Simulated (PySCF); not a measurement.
# Deuteron quadrupole couplings in `COCC(=C=O)OC`

Species: C5H8O3.
Atom-mapped SMILES: `[CH3:1][O:2][CH2:3][C:4](=[C:5]=[O:6])[O:7][CH3:8]` (hydrogens: H9, H10, H11 on C1; H12, H13 on C3; H14, H15, H16 on C8)

Structure used (GFN2-xTB), in Å, numbered top down from 1:
```
atom  x, y, z in Å
C1    -2.321   -0.106    0.824
O2    -1.918    0.629   -0.310
C3    -0.652    0.278   -0.791
C4     0.488    0.548    0.192
C5     0.953    1.761    0.295
O6     1.343    2.859    0.279
O7     0.898   -0.516    0.991
C8     2.167   -1.044    0.659
H9    -1.658    0.080    1.675
H10   -2.330   -1.181    0.612
H11   -3.329    0.228    1.063
H12   -0.610   -0.798   -1.020
H13   -0.517    0.857   -1.707
H14    2.309   -1.904    1.310
H15    2.206   -1.366   -0.387
H16    2.964   -0.315    0.838
```

Level: PBE0/pcSseg-1 (PySCF, non-relativistic); Q(2H) = 0.00286 b; rigid geometry, the same for H and D, with no vibrational averaging.

Question: Rank these positions by the coupling χzz of a deuteron there, largest first.
A. H10 (methyl hydrogen)
B. H12 (methylene hydrogen)
C. H14 (methyl hydrogen)

Answer: C (205 kHz), A (196 kHz), B (189 kHz).

Q: Give the electric field gradient Vzz (the principal value of largest size), its asymmetry and the 2H coupling at each hydrogen.

A: 
| atom | bonded to | bond length (Å) | Vzz (au) | η | χzz (kHz) |
| --- | --- | --- | --- | --- | --- |
| H9 | C1 | 1.094 | 0.2917 | 0.08 | 196 |
| H10 | C1 | 1.096 | 0.2923 | 0.09 | 196 |
| H11 | C1 | 1.088 | 0.3082 | 0.06 | 207 |
| H12 | C3 | 1.101 | 0.2813 | 0.07 | 189 |
| H13 | C3 | 1.093 | 0.2948 | 0.03 | 198 |
| H14 | C8 | 1.088 | 0.3050 | 0.07 | 205 |
| H15 | C8 | 1.095 | 0.2921 | 0.09 | 196 |
| H16 | C8 | 1.095 | 0.2921 | 0.09 | 196 |

Q: How does χzz go with the bond length over the 8 C–H bonds?

A: A straight-line fit has a slope of -13.2 kHz for each 0.01 Å, with a correlation coefficient of -0.98, over lengths from 1.088 to 1.101 Å. The longer bonds have the smaller couplings here.

Isolated species at its GFN2-xTB geometry (one conformer only). GFN2-xTB bond lengths can be off by several hundredths of an ångström, more for odd bonds, and the gradients follow them. The small basis limits the accuracy of the gradients.

The run behind these numbers computed NMR shieldings as well. Time: 40 s of wall time; peak memory 0.84 GiB. Hardware: Arm Neoverse N1, one thread (shared host).
